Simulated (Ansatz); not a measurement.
Basis sets compared for the cluster CuSi6⁺. Total charge 1; singlet. Geometry B3LYP-D4/def2-SVP. Ansatz on 4 threads of Arm Neoverse V2 on a shared host; times are rough, and most runs start from earlier orbitals.

```xyz
7

Cu   -0.160   -1.548    1.726
Si   -1.025    0.364    0.705
Si    0.432    2.223    0.777
Si    1.715   -0.664    0.504
Si   -1.596    0.253   -1.699
Si   -0.109   -1.447   -0.882
Si    0.742    0.819   -1.132
```

The restricted singlet is unstable towards broken spin symmetry in Hartree–Fock (as tested in another run); at PBE-D4/def2-SVP, PBE0-D4/def2-SVP, PBE0-D4/def2-TZVP this wasn't settled. The structure comes from a short search, and lower isomers may exist.

```
           level  functions  energy (Eh)  HOMO (eV)  LUMO (eV)  wall time
 PBE-D4/def2-SVP        139   -3375.3677      -9.89      -8.28      2.3 s
PBE0-D4/def2-SVP        139   -3375.4976     -10.77      -7.68      3.6 s
```

Problem. Estimate the rows for PBE-D4/def2-TZVP, PBE0-D4/def2-TZVP (with forces).

Solution. 
```
                          level  functions  energy (Eh)  HOMO (eV)  LUMO (eV)  wall time
               PBE-D4/def2-TZVP        267   -3376.2242      -9.80      -8.18      5.5 s
PBE0-D4/def2-TZVP (with forces)        267   -3376.3421     -10.65      -7.52       16 s
```
